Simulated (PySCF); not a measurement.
Job file and geometry (Å, from GFN2-xTB) of an NMR shielding run on C₄H₄ClP₃, GIAO PBE0/pcSseg-1 NMR shielding, non-relativistic, gas phase in PySCF; density fitting, a coarse starting grid and PySCF grid level 2 are the driver's defaults:

```
$ OMP_NUM_THREADS=1 python probes_run.py task.json out

{"job": {"kind": "nmr", "xc": "PBE0", "basis": "pcSseg-1"}, "charge": 0, "multiplicity": 1}
C     -2.246527     0.292980     0.170399
C     -0.804334    -0.056051     0.008173
P     -0.134627    -1.568720     0.344194
C      1.562621    -0.998748    -0.142518
P      1.761415     0.067904    -1.702097
C      1.842797     0.437536     0.109996
Cl     3.149723     1.064595     1.061004
P      0.336510     1.283314    -0.535791
H     -2.818395    -0.564685     0.518804
H     -2.662679     0.630687    -0.779979
H     -2.362894     1.108979     0.885081
H      2.377588    -1.698477     0.036707
```

Task: Write the output of this run.

Result: 
```
coarse grid: 13320 points
cycle   1  E = -1638.1603196258  dE =  1.379e+00  |g| = 3.429e-01  |ddm| = 4.105e+00
cycle   2  E = -1638.1328547565  dE =  2.746e-02  |g| = 4.585e-01  |ddm| = 7.856e-01
cycle   3  E = -1638.1843622011  dE = -5.151e-02  |g| = 1.445e-01  |ddm| = 5.992e-01
cycle   4  E = -1638.1898641683  dE = -5.502e-03  |g| = 4.564e-02  |ddm| = 2.071e-01
cycle   5  E = -1638.1903808807  dE = -5.167e-04  |g| = 1.693e-02  |ddm| = 7.636e-02
cycle   6  E = -1638.1904652937  dE = -8.441e-05  |g| = 3.442e-03  |ddm| = 2.711e-02
cycle   7  E = -1638.1904680529  dE = -2.759e-06  |g| = 1.172e-03  |ddm| = 5.586e-03
final grid: 113848 points
cycle   8  E = -1638.2393538841  dE = -2.467e-05  |g| = 9.202e-03  |ddm| = 3.173e-02
cycle   9  E = -1638.2393037223  dE =  5.016e-05  |g| = 1.623e-02  |ddm| = 2.519e-02
cycle  10  E = -1638.2393736606  dE = -6.994e-05  |g| = 2.780e-03  |ddm| = 1.904e-02
cycle  11  E = -1638.2393757290  dE = -2.068e-06  |g| = 6.417e-04  |ddm| = 4.009e-03
cycle  12  E = -1638.2393758249  dE = -9.585e-08  |g| = 3.079e-04  |ddm| = 1.133e-03
cycle  13  E = -1638.2393758500  dE = -2.511e-08  |g| = 6.084e-05  |ddm| = 3.749e-04
cycle  14  E = -1638.2393758508  dE = -8.081e-10  |g| = 2.667e-05  |ddm| = 9.295e-05
converged SCF energy = -1638.2393758508

GIAO shielding tensors (ppm)
atom      isotropic    diamagn.    paramagn.     s11        s22        s33       span
  0 C      162.216     242.542     -80.326    136.369    171.856    178.424     42.055
  1 C      -45.689     266.412    -312.101   -259.081    -12.052    134.065    393.146
  2 P      -24.856     966.720    -991.576   -425.276    -71.798    422.507    847.783
  3 C      110.155     259.747    -149.592     72.135     98.581    159.749     87.613
  4 P      318.679     964.525    -645.845   -539.424    709.451    786.011   1325.435
  5 C       79.335     256.282    -176.947     35.133     80.985    121.887     86.753
  6 Cl     779.751    1145.225    -365.473    522.555    768.768   1047.932    525.377
  7 P      320.704     964.160    -643.457    158.305    224.345    579.461    421.156
  8 H       28.423      27.606       0.817     23.186     27.907     34.175     10.989
  9 H       29.161      26.977       2.184     24.897     27.694     34.892      9.995
 10 H       29.247      27.075       2.172     24.468     27.865     35.410     10.942
 11 H       28.821      31.781      -2.960     22.906     26.057     37.500     14.595
```

Size and cost of the density-fitted run: 184 basis functions, about 70 core-seconds.
